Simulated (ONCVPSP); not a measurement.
**Pseudopotential generation for aluminium (Al): ONCV, PW91, scalar-relativistic.**

Input for ONCVPSP 4.0.1:

```
# ATOM AND REFERENCE CONFIGURATION
# atsym  z   nc   nv     iexc    psfile
  Al 13.00    1    4  -109134      upf
#
#   n    l    f
    1    0    2.00
    2    0    2.00
    2    1    6.00
    3    0    2.00
    3    1    1.00
#
# PSEUDOPOTENTIAL AND OPTIMIZATION
# lmax
    2
#
#   l,   rc,      ep,       ncon, nbas, qcut
    0    0.40    0.00    4    7   39.40
    1    1.25    0.00    3    6    8.90
    2    1.30    0.24    3    6    8.20
#
# LOCAL POTENTIAL
# lloc, lpopt,  rc(5),   dvloc0
    4    5    0.35    0.00
#
# VANDERBILT-KLEINMAN-BYLANDER PROJECTORs
# l, nproj, debl
    0    2    2.00
    1    2    2.30
    2    1    2.00
#
# MODEL CORE CHARGE
# icmod, fcfact, rcfact
    0    0.00    0.00
#
# LOG DERIVATIVE ANALYSIS
# epsh1, epsh2, depsh
   -5.00    5.00    0.04
#
# OUTPUT GRID
# rlmax, drl
    6.00    0.01
#
# TEST CONFIGURATIONS
# ncnf
    4
# nvcnf
#   n    l    f
    4
    2    0    2.00
    2    1    6.00
    3    0    2.00
    3    1    0.00
#
    4
    2    0    2.00
    2    1    6.00
    3    0    1.00
    3    1    0.00
#
    4
    2    0    2.00
    2    1    6.00
    3    0    0.00
    3    1    0.00
#
    4
    2    0    2.00
    2    1    5.00
    3    0    2.00
    3    1    1.00
#
```

Command:

```bash
oncvpsp.x < Al.dat > Al.out
```

The program printed (shortened: citation, most of the input echo, consistency checks and plot data are left out):

```
ONCVPSP  (Optimized Norm-Conservinng Vanderbilt PSeudopotential)
scalar-relativistic version 4.0.1

#   n    l    f        energy (Ha)
    1    0    2.00    -5.5560593E+01
    2    0    2.00    -3.9772173E+00
    2    1    6.00    -2.5649319E+00
    3    0    2.00    -2.8644748E-01
    3    1    1.00    -1.0079932E-01

Reference configufation results
  iterations    26
  all-electron total energy (Ha)   -2.42802887D+02

Begin loop to  construct optimized pseudo wave functions
and semi-local pseudopoentials for all angular momenta

Calculating optimized projector #   1

 for l=   0

    Fraction of norm inside rc  0.196003
    Optimizing pswf for qcut=  39.40 a_B^-1,  ecut= 776.11 Ha
    Residual kinetic energy error=  1.30D-08 Ha

    Energy error per electron        Cutoff
         Ha          eV             Ha
         0.01000     0.27211      366.51
         0.00100     0.02721      471.20
         0.00010     0.00272      558.29
         0.00001     0.00027      628.64

Calculating optimized projector #   2

 for l=   0

    Fraction of norm inside rc  0.012685
    Optimizing pswf for qcut=  39.40 a_B^-1,  ecut= 776.11 Ha
    Residual kinetic energy error=  1.62D-09 Ha

    Energy error per electron        Cutoff
         Ha          eV             Ha
         0.01000     0.27211       68.74
         0.00100     0.02721      314.54
         0.00010     0.00272      428.20
         0.00001     0.00027      517.27

Calculating optimized projector #   1

 for l=   1

    Fraction of norm inside rc  0.959204
    Optimizing pswf for qcut=   8.90 a_B^-1,  ecut=  39.58 Ha
    Residual kinetic energy error=  6.25D-04 Ha

    Energy error per electron        Cutoff
         Ha          eV             Ha
         0.01000     0.27211       32.36
         0.00100     0.02721       38.48
         0.00010     0.00272       83.90

Calculating optimized projector #   2

 for l=   1

    Fraction of norm inside rc  0.027850
    Optimizing pswf for qcut=   8.90 a_B^-1,  ecut=  39.58 Ha
    Residual kinetic energy error=  2.33D-04 Ha

    Energy error per electron        Cutoff
         Ha          eV             Ha
         0.01000     0.27211       26.37
         0.00100     0.02721       34.89
         0.00010     0.00272       47.96
         0.00001     0.00027       98.47

   Wellstate for l =  2  n =  3
     eigenvalue =   0.2400
     asymptotic potential =   0.7400
     half-point radius =  5.5759

Calculating optimized projector #   1

 for l=   2

    Fraction of norm inside rc  0.024270
    Optimizing pswf for qcut=   8.21 a_B^-1,  ecut=  33.71 Ha
    Residual kinetic energy error=  2.30D-06 Ha

    Energy error per electron        Cutoff
         Ha          eV             Ha
         0.01000     0.27211        5.85
         0.00100     0.02721       14.74
         0.00010     0.00272       22.70
         0.00001     0.00027       29.28

Construct Vanderbilt / Kleinmman-Bylander projectors

B matrix Hermiticity error, ll=   0
   1   2    2.8387E-04

  Orthonormal projector coefficients -1.6808E+02  3.9354E+01

B matrix Hermiticity error, ll=   1
   1   2    1.2418E-04

  Orthonormal projector coefficients -1.3544E+01 -4.3852E+00

Pseudoatom total energy  -76.271537

Diagnostic tests using Vanderbilt-Kleinman-Bylander pseudopotentials
  1 or more projectors used as specified by nproj input data

   l    rcore       rmatch      e in        delta e   norm test  slope test

   0   0.4018860   0.4140881  -3.9772173  -0.0000698   1.0001805   1.0000763
   0   0.4018860   0.4140881  -0.2864475   0.0000246   1.0001460   0.9986977

   1   1.2523311   1.2903546  -2.5649319  -0.0000972   1.0000169   0.9999920
   1   1.2523311   1.2903546  -0.1007993   0.0000002   0.9999917   1.0000427

   2   1.3058853   1.3455348   0.2400000  -0.0000566   1.0000137   1.0000137

 Testing for bound ghosts
   n   l    E NL Schr. Eq   E Basis Diag.   E Cutoff

       0                      -51.166351   1150.81  WARNING - GHOST(-)
   1   0       -3.977287       -3.501191   1150.81
   2   0       -0.286423        9.378258   1150.81

   2   1       -2.565029       -2.564232     99.42
   3   1       -0.100799        0.123179     99.42

 Testing for highly-localized positive-energy ghosts
       l    <radius>/rc     E Basis Diag.   E Cutoff

       2        0.356862        2.623977     69.94  WARNING - GHOST(+)

Test configuration 0

   n   l     f        eae           eps        diff
   1   0  2.0000  -55.56059350
   2   0  2.0000   -3.97721729   -3.97728706   -6.98D-05
   2   1  6.0000   -2.56493190   -2.56502910   -9.72D-05
   3   0  2.0000   -0.28644748   -0.28642289    2.46D-05
   3   1  1.0000   -0.10079932   -0.10079912    1.96D-07

    Total energies and differences
      AE_ref= -2.42802887D+02  AE_tst= -2.42802887D+02  dif=  0.00D+00
      PS_ref= -7.62715370D+01  PS_tst= -7.62715370D+01  dif= -5.68D-14
      PSP excitation error=  5.68D-14

Test configuration 1

   n   l     f        eae           eps        diff
   1   0  2.0000  -55.87320091
   2   0  2.0000   -4.28423382   -4.28378183    4.52D-04
   2   1  6.0000   -2.87235937   -2.87108818    1.27D-03
   3   0  2.0000   -0.54622128   -0.54617680    4.45D-05

    Total energies and differences
      AE_ref= -2.42802887D+02  AE_tst= -2.42589641D+02  dif=  2.13D-01
      PS_ref= -7.62715370D+01  PS_tst= -7.60582971D+01  dif=  2.13D-01
      PSP excitation error=  6.00D-06

Test configuration 2

   n   l     f        eae           eps        diff
   1   0  2.0000  -56.33893762
   2   0  2.0000   -4.73564691   -4.73626708   -6.20D-04
   2   1  6.0000   -3.32384964   -3.32167113    2.18D-03
   3   0  1.0000   -0.87410704   -0.87422075   -1.14D-04

    Total energies and differences
      AE_ref= -2.42802887D+02  AE_tst= -2.41881190D+02  dif=  9.22D-01
      PS_ref= -7.62715370D+01  PS_tst= -7.53498129D+01  dif=  9.22D-01
      PSP excitation error= -2.76D-05

Test configuration 3

psatom: WARNING lschvkbb convergence error n,l,iter=   3   1   4
ea(ii),et,emin,emax -1.088424E-01 -1.197267E-01 -1.197267E-01 -1.197267E-01
run_config: WARNING for fully non-local PS atom, stg. 1
 WARNING no output for configuration 4

Test configuration 4

   n   l     f        eae           eps        diff
   1   0  2.0000  -56.86537749
   2   0  2.0000   -4.94647349   -4.90404955    4.24D-02
   2   1  5.0000   -3.56232931   -3.45985304    1.02D-01
   3   0  2.0000   -0.67167052   -0.67037805    1.29D-03
   3   1  1.0000   -0.42571603   -0.42337374    2.34D-03

    Total energies and differences
      AE_ref= -2.42802887D+02  AE_tst= -2.39753481D+02  dif=  3.05D+00
      PS_ref= -7.62715370D+01  PS_tst= -7.32691134D+01  dif=  3.00D+00
      PSP excitation error=  4.70D-02
```

Note: ghosts flagged at negative energy: s at -1392.3 eV; GHOST(+) flagged for d at 71.4 eV. A true bound ghost makes a file unfit for plane-wave use.

The run took about 3 s on one core of a shared server CPU.
